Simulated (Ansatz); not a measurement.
Mulliken charges of CH₅NO₂Zn (`N[CH](O)[Zn][OH]`) from r2SCAN/def2-TZVPP in Ansatz (PBE0-D4/def2-TZVP geometry).

```json
{"atom": "N1", "x (Å)": "-0.289", "y (Å)": "0.930", "z (Å)": "1.311", "charge (e)": "-0.424"}
{"atom": "C2", "x (Å)": "-0.271", "y (Å)": "-0.318", "z (Å)": "0.588", "charge (e)": "0.235"}
{"atom": "O3", "x (Å)": "0.785", "y (Å)": "-1.131", "z (Å)": "1.092", "charge (e)": "-0.368"}
{"atom": "Zn4", "x (Å)": "-0.043", "y (Å)": "-0.118", "z (Å)": "-1.357", "charge (e)": "0.323"}
{"atom": "O5", "x (Å)": "0.141", "y (Å)": "0.060", "z (Å)": "-3.119", "charge (e)": "-0.520"}
{"atom": "H6", "x (Å)": "-0.693", "y (Å)": "1.697", "z (Å)": "0.797", "charge (e)": "0.149"}
{"atom": "H7", "x (Å)": "-0.754", "y (Å)": "0.851", "z (Å)": "2.209", "charge (e)": "0.147"}
{"atom": "H8", "x (Å)": "-1.166", "y (Å)": "-0.928", "z (Å)": "0.763", "charge (e)": "0.064"}
{"atom": "H9", "x (Å)": "1.516", "y (Å)": "-0.527", "z (Å)": "1.262", "charge (e)": "0.202"}
{"atom": "H10", "x (Å)": "0.776", "y (Å)": "-0.516", "z (Å)": "-3.547", "charge (e)": "0.192"}
```

Task: By hand: the dipole of these point charges (1 e Å = 4.8032 D).

Result: Σ q r = (-0.151, -0.009, 0.430) e Å, of length 0.456 e Å = 2.19 D.

Task: How does the dipole of the full density compare? (Best estimate.)

Result: Ansatz gave: (-0.064, 0.107, 0.263) e Å, 1.40 D; the point charges give 1.56 times that, at 23° from its direction.

Point charges leave out the atoms' own dipoles, such as those of lone pairs, and Mulliken's split depends on the basis, so the two needn't agree.
